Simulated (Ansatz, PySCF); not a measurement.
Gas-phase reaction R1 + R2 → P1, each structure at its B3LYP-D3(BJ)/def2-TZVP stationary point, reached from a drawn start (curvature not checked).
R1: H2 (SMILES [H][H]), charge 0, multiplicity 1.
R2: C2H6Si (SMILES C1C[SiH2]1), charge 0, multiplicity 1.
P1: C2H8Si (SMILES CC[SiH3]), charge 0, multiplicity 1.

P less R. No zero-point or thermal terms.

Correlated levels freeze the cores. CBS(a, b) extrapolates the correlation energy as X⁻³ and adds the Hartree–Fock energy of set b.

Codes used: Ansatz (an electronic-structure program) with Gaussian orbitals; PySCF for M06-2X and the D3/D4 terms. All values are computed, each at the level named.

```tsv
level	reaction energy (kcal/mol)
BLYP/def2-TZVPP	-42.06
revPBE-D3(BJ)/def2-TZVPP	-42.15
M06-2X/def2-TZVPP	-43.48
CAM-B3LYP-D3(BJ)/def2-TZVPP	-47.65
B2PLYP/def2-TZVPP	-45.45
CCSD/cc-pV(D+d)Z	-49.85
CCSD/cc-pV(T+d)Z	-47.29
CCSD(T)/cc-pV(Q+d)Z	(withheld)
CCSD(T)/CBS(cc-pV(T+d)Z, cc-pV(Q+d)Z)	(withheld)
```

### Question
Fill in the missing entries.

### Answer

- CCSD(T)/cc-pV(Q+d)Z, reaction energy (kcal/mol): -45.73
- CCSD(T)/CBS(cc-pV(T+d)Z, cc-pV(Q+d)Z), reaction energy (kcal/mol): -45.63
